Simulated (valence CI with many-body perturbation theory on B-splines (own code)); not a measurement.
## Ga10+: key properties

Level of theory: configuration interaction combined with many-body perturbation theory (CI+MBPT): three valence electrons over a frozen Dirac-Fock core [Ar], radial functions for each j: 7 s, 7 p, 8 d, 6 f, 4 g, 1 h, with the one-electron correlation potential Σ1 (screened to all orders), the two-electron term Σ2, the three-electron term Σ3, Breit, model QED; selected single and double excitations, second order for the rest, scaled by the run's own slope (own B-spline code, finite nucleus).

No measured spectrum was set against this ion. As an estimate, terms of the open shell hold to 2 to 4 % of their energy, and close levels can change places. Only levels of the ground parity were solved; by the run's estimate the other parity begins above the list, which can be wrong where configurations are misplaced.

Rates and lifetimes use the calculated energies. Strong lines usually hold to 10 to 20 %, long lifetimes can be off by a factor of two.

What is the ground level?

3d3 4F_3/2, composition 99 % 3d3 4F + 1 % 3d3 2D, g = 0.402.

What is the ionisation energy?

280.58 eV; NIST lists 280 ± 2.4 eV (theoretical).

How is the term 4F of the ground level split?

J = 3/2 at 0.000, J = 5/2 at 0.254, J = 7/2 at 0.570, J = 9/2 at 0.925 eV.

How well does LS coupling describe the low levels?

Among the lowest 19 levels the leading LS term, summed over configurations, holds 92 % on average. For single configurations the figures are 92 % in LS and 65 % in jj coupling. Terms mix most in the J = 3/2 level at 5.324 eV, where the leading one holds 53 %.
